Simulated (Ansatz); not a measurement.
Process, species as SMILES: [GeH2] (GeH2) (closed-shell singlet) → Ge atom + 2 H atom
B3LYP-D3(BJ)/def2-TZVP geometries, fixed; electronic energies without zero-point terms.

Basis-set convergence of the atomisation energy at PBE with Ansatz (a first-principles code). Cartesian d functions, on some or all atoms, in 6-31G, 6-31G**; all else is spherical. The program fits the integrals of some runs and decomposes those of others, by size. Open shells are unrestricted. No added dispersion term, no relativity. Functions are those of the species that has most. Reference: the value in aug-cc-pV5Z, 138.23 kcal/mol, itself unsure by roughly 0.21 kcal/mol (its mean distance from pcseg-4, aug-pcseg-3, aug-cc-pVQZ).

```csv
basis,functions,atomisation energy (kcal/mol)
6-31G,33,___
pcseg-1,37,___
def2-SVP,42,138.17
6-31G**,45,137.65
aug-cc-pVDZ,54,___
def2-TZVPP,76,138.91
def2-TZVPPD,88,139.04
def2-QZVP,135,138.18
def2-QZVPPD,161,___
```

Q: Complete the blanks.

A: 
- 6-31G, atomisation energy (kcal/mol): 133.68
- pcseg-1, atomisation energy (kcal/mol): 137.24
- aug-cc-pVDZ, atomisation energy (kcal/mol): 136.39
- def2-QZVPPD, atomisation energy (kcal/mol): 138.29
